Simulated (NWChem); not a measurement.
# aminoborane (BNH$_{4}$); SMILES BN

```xyz
6

B      0.0000     0.0000     0.7754
N      0.0000     0.0000    -0.6094
H      0.0000    -1.0472     1.3553
H      0.0000     1.0472     1.3553
H      0.0000     0.8413    -1.1608
H      0.0000    -0.8413    -1.1608
```
Atoms are numbered in this order, from 1.

Program: NWChem. Coordinates come from a PBE0-D3(BJ)/def2-TZVP optimisation.

Q: Predict the results for PBE/def2-TZVPD. Quantities: highest occupied level (eV); orbital gap (eV); dipole (D).

A: 
* **highest occupied level (eV)**: -7.37
* **orbital gap (eV)**: 6.56
* **dipole (D)**: 2.01
